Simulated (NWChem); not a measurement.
System meant: CH3F2Sb; SMILES [CH3][Sb]([F])[F]

The following NWChem deck was run.

```
start job
memory heap 200 mb stack 900 mb global 1100 mb
geometry units angstroms noautoz
  Sb    -0.073255     0.001238     0.337623
  F     -0.850381    -1.419790    -0.721234
  F     -0.801318     1.447760    -0.721704
  C      1.763628    -0.032825    -0.767228
  H      1.500854     0.022111    -1.833315
  H      2.309998    -0.966182    -0.566876
  H      2.392369     0.827520    -0.494689
end
basis spherical
  Sb library def2-svp
  F library def2-svp
  C library def2-svp
  H library def2-svp
end
dft
  xc xpbe96 cpbe96
  iterations 150
  mulliken
end
task dft energy
```

End of the output:

```
             Grid Information
             ----------------
          Grid used for XC integration:  medium
          Radial quadrature: Mura-Knowles
          Angular quadrature: Lebedev.
          Tag              B.-S. Rad. Rad. Pts. Rad. Cut. Ang. Pts.
          ---              ---------- --------- --------- ---------
          Sb                  1.45      123           9.0       590
          F                   0.50       49          10.0       434
          C                   0.70       49           8.0       434
          H                   0.35       45          10.0       434
          Grid pruning is: on
          Number of quadrature shells:   405
          Spatial weights used:  Erf1

          Convergence Information
          -----------------------
          Convergence aids based upon iterative change in
          total energy or number of iterations.
          Levelshifting, if invoked, occurs when the
          HOMO/LUMO gap drops below (HL_TOL):  1.00D-02
          DIIS, if invoked, will attempt to extrapolate
          using up to (NFOCK): 10 stored Fock matrices.

                    Damping( 0%)  Levelshifting(0.5)       DIIS
                  --------------- ------------------- ---------------
          dE  on:    start            ASAP                start
          dE off:    2 iters        150 iters           150 iters

      Screening Tolerance Information
      -------------------------------
          Density screening/tol_rho:  1.00D-10
          AO Gaussian exp screening on grid/accAOfunc:  14
          CD Gaussian exp screening on grid/accCDfunc:  20
          XC Gaussian exp screening on grid/accXCfunc:  20
          Schwarz screening/accCoul:  1.00D-08

      Superposition of Atomic Density Guess
      -------------------------------------

      charge =      51.0 Sb (Antinomy)

      symmetry species            s     p     d     f
      number of basis functions =10     7     6
      number of cont. functions = 4     4     2
      number of closed shells   = 5     3     2
      number of open shells     = 0     1     0
      open shell occupation     = 0     3     0
 ------------------------------------------------------------------------
 atomscf:atomd: error in atom scf                   0
 ------------------------------------------------------------------------
 ------------------------------------------------------------------------
  current input line :
    23: task dft energy
 ------------------------------------------------------------------------
 ------------------------------------------------------------------------
 This error has not yet been assigned to a category
 ------------------------------------------------------------------------
 For more information see the NWChem manual at https://nwchemgit.github.io

0:atomscf:atomd: error in atom scf:Received an Error in Communication
```

Problem. Find the fault in this run and fix the input.

Solution. The program stopped with an error. Cause: the def2 basis of a heavy element holds valence functions alone and wants its effective core potential (without it all electrons must fit into that basis). This input runs:
```
start job
memory heap 200 mb stack 900 mb global 1100 mb
geometry units angstroms noautoz
  Sb    -0.073255     0.001238     0.337623
  F     -0.850381    -1.419790    -0.721234
  F     -0.801318     1.447760    -0.721704
  C      1.763628    -0.032825    -0.767228
  H      1.500854     0.022111    -1.833315
  H      2.309998    -0.966182    -0.566876
  H      2.392369     0.827520    -0.494689
end
basis spherical
  * library def2-svp
end
ecp
  Sb library def2-ecp
end
dft
  xc xpbe96 cpbe96
  iterations 150
  mulliken
end
task dft energy
```
It converges to -479.45363 Ha (PBE/def2-SVP with def2 effective core potentials on Sb).
